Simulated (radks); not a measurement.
Neutral cadmium, [Kr] 4d10 5s2. All-electron calculation, non-relativistic Kohn-Sham, PBE, spin-polarised, spherical densities, point nucleus. Program: a radial shooting solver on a logarithmic mesh with Libxc functionals. Every spin shell is full or empty, so the densities are truly spherical. Functionals are evaluated on that one density, not self-consistently. Rank these exchange functionals by their error against the exact value of the orbitals, and give that value: LDA, B88, PBEsol, PW91, PW86, OPTX, AM05, revTPSS, MS2, TASK, MVS.

Answer. Exact: -148.776 hartree. From best to worst, with 100 (|E| - |E exact|)/|E exact| (equal figures are ties): PW91 +0.03, B88 +0.06, MVS +0.09, PW86 -0.13, MS2 -0.54, revTPSS -0.88, OPTX +1.22, TASK -2.25, PBEsol -2.26, AM05 -4.55, LDA -4.89.
